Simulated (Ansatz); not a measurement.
## Nudged elastic band run: CH₁₀GeSi₂

The input (input.yaml):

```yaml
crystal:
  periodic: [false, false, false]
  atoms:
    - { symbol: Si, position_ang: [-0.865065, 1.908659, -0.488693] }
    - { symbol: C, position_ang: [-0.242151, 0.915819, 0.996185] }
    - { symbol: Si, position_ang: [1.053043, -0.433402, 0.675828] }
    - { symbol: Ge, position_ang: [0.221555, -2.23188, -0.68452] }
    - { symbol: H, position_ang: [-1.539374, 1.011955, -1.473688] }
    - { symbol: H, position_ang: [-1.845218, 2.945306, -0.047801] }
    - { symbol: H, position_ang: [0.271591, 2.59134, -1.174551] }
    - { symbol: H, position_ang: [0.192102, 1.62609, 1.72303] }
    - { symbol: H, position_ang: [-1.11183, 0.453116, 1.495693] }
    - { symbol: H, position_ang: [2.251459, 0.159002, 0.006859] }
    - { symbol: H, position_ang: [1.50335, -1.014685, 1.978155] }
    - { symbol: H, position_ang: [-1.097678, -2.797448, -0.108605] }
    - { symbol: H, position_ang: [1.248763, -3.385172, -0.733954] }
    - { symbol: H, position_ang: [-0.053348, -1.778, -2.135036] }
basis:
  gaussian: { orbitals: def2-SVP }
hamiltonian:
  xc: b3lyp
neb:
  order_check: false
  images: 7
  f_tol: 0.05
  max_iterations: 37
  initial_path: idpp
  final_atoms:
    - { symbol: Si, position_ang: [-0.78877596, 1.93976879, -0.5027757] }
    - { symbol: C, position_ang: [-0.09770429, 0.97062415, 0.96735683] }
    - { symbol: Si, position_ang: [1.08050485, -0.47069283, 0.6003626] }
    - { symbol: Ge, position_ang: [0.02476269, -2.27164891, -0.5927819] }
    - { symbol: H, position_ang: [0.32211048, 2.51057599, -1.32034781] }
    - { symbol: H, position_ang: [-1.60968851, 1.05163518, -1.37798831] }
    - { symbol: H, position_ang: [-1.65262939, 3.06106219, -0.0272621] }
    - { symbol: H, position_ang: [0.44246912, 1.68073199, 1.61938402] }
    - { symbol: H, position_ang: [-0.94546259, 0.58652468, 1.56200186] }
    - { symbol: H, position_ang: [2.24525506, 0.01511878, -0.20099056] }
    - { symbol: H, position_ang: [1.61324505, -1.02151137, 1.88467638] }
    - { symbol: H, position_ang: [-1.25429618, -2.74091682, 0.13772137] }
    - { symbol: H, position_ang: [0.98200169, -3.47985218, -0.69394004] }
    - { symbol: H, position_ang: [-0.37459301, -1.86071966, -2.02651465] }
```

Command:

```bash
$ ansatz run input.yaml --threads 2 --pin off --max-ram 3072MiB --backend cpu --events-out ev --progress --plain --runs-dir out
```

Output, in part (warnings, iteration lines, the closing report on the highest movable image, with atoms numbered from 0):

```
NEB end point (image 0): max|allowed force component| = 7.583e-3 eV/Å (the criterion of neb.relax_end_points is 1.000e-2)
NEB end point (image 8): max|allowed force component| = 1.202e-2 eV/Å (the criterion of neb.relax_end_points is 1.000e-2)
NEB iter   1: max|band force component| = 7.641e-1 eV/Å  barrier→ = 0.1279 eV  barrier← = 0.1279 eV  Δτ_max = 0.1546 Å  (207 SCF iters)
NEB iter   2: max|band force component| = 2.539e-1 eV/Å  barrier→ = 0.0706 eV  barrier← = 0.0705 eV  CI = image 4  Δτ_max = 0.0360 Å  (160 SCF iters)
NEB iter   3: max|band force component| = 1.229e-1 eV/Å  barrier→ = 0.0614 eV  barrier← = 0.0614 eV  CI = image 4  Δτ_max = 0.0181 Å  (162 SCF iters)
NEB iter   4: max|band force component| = 4.634e-2 eV/Å  barrier→ = 0.0606 eV  barrier← = 0.0606 eV  CI = image 4  Δτ_max = 0.0000 Å  (314 SCF iters)
Total energy: -73463.16993348 eV, -2699.7216999303 hartree
Atom 0 at    -0.534324     2.012147    -0.586565 Å, force    -0.019142     0.035735    -0.041457 eV/Å
Atom 1 at     0.135693     1.028114     0.893189 Å, force     0.016380    -0.039297     0.046384 eV/Å
Atom 2 at     1.053034    -0.594823     0.535586 Å, force    -0.006469     0.016846     0.016624 eV/Å
Atom 3 at    -0.364683    -2.288770    -0.410576 Å, force    -0.002420     0.001076    -0.003155 eV/Å
Atom 4 at    -0.277519     1.313148    -1.881747 Å, force     0.006265    -0.013504     0.011498 eV/Å
Atom 5 at    -2.008704     2.209398    -0.459023 Å, force     0.002503    -0.002569    -0.001418 eV/Å
Atom 6 at     0.116638     3.353625    -0.655752 Å, force     0.002929    -0.003157     0.000866 eV/Å
Atom 7 at     0.829364     1.676107     1.457605 Å, force    -0.006801    -0.003741    -0.010209 eV/Å
Atom 8 at    -0.698077     0.803582     1.580807 Å, force     0.005037     0.002070    -0.012425 eV/Å
Atom 9 at     2.196086    -0.345670    -0.395114 Å, force    -0.005500     0.004600    -0.003173 eV/Å
Atom 10 at     1.615878    -1.136287     1.811231 Å, force     0.009475    -0.005746    -0.002218 eV/Å
Atom 11 at    -1.626815    -2.493199     0.459389 Å, force     0.000720    -0.000346     0.002208 eV/Å
Atom 12 at     0.382217    -3.639169    -0.482623 Å, force     0.001856     0.003484    -0.001338 eV/Å
Atom 13 at    -0.831590    -1.927503    -1.837506 Å, force    -0.004834     0.004549    -0.002188 eV/Å
Dipole moment:     0.019877     0.106953     0.165028 e Å
```

The forces met the threshold. A vibrational analysis at the climbing image gives one clearly imaginary mode, 124i cm⁻¹: a first-order saddle point.

Final band (atoms are numbered from 1 in the order of the input):

```
image  path coordinate (Å)  energy (kJ/mol)  dihedral H7–Si1–C2–Si3 (°)
    0                 0.00              0.0                         -58
    1                 0.60              0.7                         -72
    2                 1.20              2.6                         -86
    3                 1.81              4.8                        -102
    4                 2.41              5.8                        -118
    5                 3.01              4.9                        -134
    6                 3.60              2.7                        -149
    7                 4.20              0.7                        -164
    8                 4.80              0.0                        -178
```

Run time: 2.8 min on 2 threads of Intel(R) Xeon(R) Platinum 8259CL CPU @ 2.50GHz (Skylake/Cascade Lake), with other jobs on the host, peak memory 0.37 GiB.
